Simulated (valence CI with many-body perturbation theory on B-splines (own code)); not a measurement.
Br⁴⁺ in brief

Calculated by valence CI with perturbative core correlation (CI+MBPT): three valence electrons over a frozen Dirac-Fock core [Ar] 3d10, radial functions for each j: 9 s, 9 p, 8 d, 6 f, 3 g, 1 h, with the one-electron correlation potential Σ1, the two-electron term Σ2, the three-electron term Σ3, Breit, model QED; selected CI, second order for the rest, scaled by the run's own slope (own B-spline code, finite nucleus).

Set against measurement, 8 paired levels are off by 78 cm⁻¹ on average, the worst by 222. These come from a selection out of Moore, Atomic Energy Levels, vol. II, NSRDS-NBS 35 (1971 reprint of NBS Circular 467, 1952), an old analysis. Levels without a partner in it may be off by more.

Rates and lifetimes use the calculated energies. Strong lines usually hold to 10 to 20 %, long lifetimes can be off by a factor of two.

Task: What is the ground level?

Result: 4s²4p ²P°_1/2, composition 97 % 4s²4p ²P°, g = 0.666.

Task: What is the ionisation energy?

Result: 59.683 eV; NIST lists 59.595 ± 0.025 eV (measured).

Task: What are the static dipole polarisabilities of the lowest levels?

Result: 4s²4p ²P°_1/2 4.56; 4s²4p ²P°_3/2 4.64 (tensor 0.19) bohr³, of which the core gives 0.266.

Task: Where does the other parity begin?

Result: At 4s4p² ⁴P_1/2, 11.568 eV.

Task: Name the longest-lived excited levels whose lifetime is computed, and their main decay.

Result: 4s²4p ²P°_3/2 at 0.754 eV lives 492 ms, mostly by M1 to 4s²4p ²P°_1/2; 4s4p² ⁴P_3/2 at 11.874 eV lives 671 ns, mostly by E1 to 4s²4p ²P°_3/2. The lifetime of 4s4p4d ⁴F°_9/2 is too uncertain to give, and may be longer.
